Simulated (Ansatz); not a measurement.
Consider the formal hydrolysis of a Ga–C bond: `N#[C][GaH][Cl]` + H₂O → `[OH][GaH][Cl]` + `C#N`.

Gas-phase electronic energies from Ansatz, PBE0-D4/def2-TZVP geometries. CCSD(T)/CBS adds triple-zeta CCSD(T) − MP2 to the extrapolated MP2 energy (def2 sets, frozen cores). This one scheme is used for every species. Functionals use def2-TZVPP. B3LYP here is the variant with VWN-RPA as its local correlation; programs differ in this. HSE06 is defined as in plane-wave codes. For Ga outer-core shells are correlated without core-valence functions, which leaves a few kJ/mol of doubt a bond. Scalar relativity is left out up to krypton. One conformer a species, not always the lowest.

`N#[C][GaH][Cl]`:

```xyz
5

N     2.050   -1.190   -0.546
C     1.056   -0.660   -0.304
Ga   -0.638    0.189    0.083
Cl   -0.454    2.093    1.002
H    -2.013   -0.433   -0.235
```

H₂O:

Z-matrix (Å, degrees):
```
O
H 1 0.960
H 1 0.960 2 105.1
```

`[OH][GaH][Cl]`:

Cartesian coordinates in Å:
```
O -0.687 -0.329 -1.136
Ga 0.334 -0.277 0.311
Cl 0.336 1.598 1.354
H -1.144 0.497 -1.313
H 1.160 -1.489 0.784
```

`C#N`:

Z-matrix (Å, degrees):
```
C
N 1 1.146
H 1 1.069 2 180.0
```

| level | ΔE (kJ/mol) | difference from CCSD(T)/CBS |
| --- | --- | --- |
| LDA (SPW92) | -33.5 | -8.1 |
| PBE-D4 | -28.7 | -3.3 |
| revPBE-D4 | -27.0 | -1.6 |
| BLYP-D4 | -32.9 | -7.5 |
| r2SCAN-D4 | -32.0 | -6.6 |
| B97M-V | -31.1 | -5.7 |
| PBE0-D4 | -24.1 | 1.3 |
| B3LYP-D4 | -29.3 | -3.9 |
| r2SCANh-D4 | -30.1 | -4.7 |
| r2SCAN0-D4 | -27.5 | -2.1 |
| HSE06-D4 | -24.0 | 1.4 |
| BHLYP-D4 | -26.0 | -0.6 |
| ωB97M-V | -26.6 | -1.2 |
| B2PLYP | -30.9 | -5.5 |
| PBE-QIDH | -24.5 | 0.9 |
| PBE | -30.0 | -4.6 |
| revPBE | -28.2 | -2.8 |
| BLYP | -35.2 | -9.8 |
| r2SCAN | -32.4 | -7.0 |
| PBE0 | -25.3 | 0.1 |
| B3LYP | -31.4 | -6.0 |
| r2SCANh | -30.5 | -5.1 |
| r2SCAN0 | -27.9 | -2.5 |
| HSE06 | -25.2 | 0.2 |
| BHLYP | -28.4 | -3.0 |
| CAM-B3LYP | -32.6 | -7.2 |
| RPA@PBE/def2-TZVPP | -24.0 | 1.4 |
| HF/def2-SVP | -27.2 | -1.8 |
| MP2/def2-SVP | -37.4 | -12.0 |
| CCSD/def2-SVP | -35.6 | -10.2 |
| CCSD(T)/def2-SVP | -35.7 | -10.3 |
| HF/def2-TZVPP | -25.1 | 0.3 |
| MP2/def2-TZVPP | -25.7 | -0.3 |
| SCS-MP2/def2-TZVPP | -26.9 | -1.5 |
| CCSD/def2-TZVPP | -24.9 | 0.5 |
| CCSD(T)/def2-TZVPP | -25.2 | 0.2 |
| HF/def2-QZVPP | -25.6 | -0.2 |
| SCS-MP2/def2-QZVPP | -27.2 | -1.8 |
| HF/CBS(def2) | -25.6 | -0.2 |
| MP2/CBS(def2) | -26.0 | -0.6 |
| CCSD(T)/CBS | -25.4 | 0 |

Largest T1 diagnostic among the species: 0.014.

From BLYP to BHLYP (50 % exact exchange), in def2-TZVPP and without D4, ΔE moves by +6.7 kJ/mol. Leaving LDA and LC-ωPBE aside and taking each functional with its dispersion term where it has one, the values spread over 8.9 kJ/mol, from BLYP-D4 to HSE06-D4. LDA lies −3.5 kJ/mol from PBE without D4. At CCSD(T), def2-SVP lies −10.3 kJ/mol from the extrapolated value and def2-TZVPP +0.2 kJ/mol.
